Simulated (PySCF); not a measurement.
**From computed data to an observable: entropy of an ideal gas**

CH3ITe, SMILES [Te](I)C.

Geometry: B3LYP-D3(BJ)/def2-SVP. The def2 effective core potentials stand for the cores of I, Te; spin–orbit coupling is left out.

B3LYP-D3(BJ)/def2-SVP (PySCF) gives the harmonic wavenumbers 125, 127, 198, 508, 827, 841, 1238, 1421, 1441, 3054, 3168, 3197 cm⁻¹ and the rotational temperatures 0.3606, 0.0461, 0.0411 K. The molar mass is 269.54 g/mol, the symmetry number 1, the spin multiplicity 1.

**Question.** Work out the entropy at 298.15 K and 1 atm in the rigid-rotor, harmonic-oscillator model.

**Answer.** 
Translation (Sackur–Tetrode at 1 atm): S = R[1.5 ln M + 2.5 ln T − 1.16487] = 178.5 J/(mol K).
Rotation: q = (√π/σ) T^1.5/√(θA θB θC) = 349000, S = R[ln q + 3/2] = 118.6 J/(mol K).
Vibration: with u = 1.4388 ν/T, each mode gives R[u/(e^u − 1) − ln(1 − e^−u)]:
```json
[
 {"ν (cm⁻¹)": "125", "modes": "1", "u": "0.60", "S (J/(mol K))": "12.64"},
 {"ν (cm⁻¹)": "127", "modes": "1", "u": "0.61", "S (J/(mol K))": "12.51"},
 {"ν (cm⁻¹)": "198", "modes": "1", "u": "0.96", "S (J/(mol K))": "9.00"},
 {"ν (cm⁻¹)": "508", "modes": "1", "u": "2.45", "S (J/(mol K))": "2.67"},
 {"ν (cm⁻¹)": "827", "modes": "1", "u": "3.99", "S (J/(mol K))": "0.78"},
 {"ν (cm⁻¹)": "841", "modes": "1", "u": "4.06", "S (J/(mol K))": "0.74"},
 {"ν (cm⁻¹)": "1238", "modes": "1", "u": "5.97", "S (J/(mol K))": "0.15"},
 {"ν (cm⁻¹)": "1421", "modes": "1", "u": "6.86", "S (J/(mol K))": "0.07"},
 {"ν (cm⁻¹)": "1441", "modes": "1", "u": "6.95", "S (J/(mol K))": "0.06"}
]
```
The stiffer modes add less than 0.005 each. Sum 38.6 J/(mol K).
Spin: R ln 1 = 0.0 J/(mol K).
Total 335.8 J/(mol K); the program's own thermochemistry gives 335.7. Translation makes up 53 % and vibration 12 %. Anharmonicity, hindered rotation and orbital degeneracy are left out.
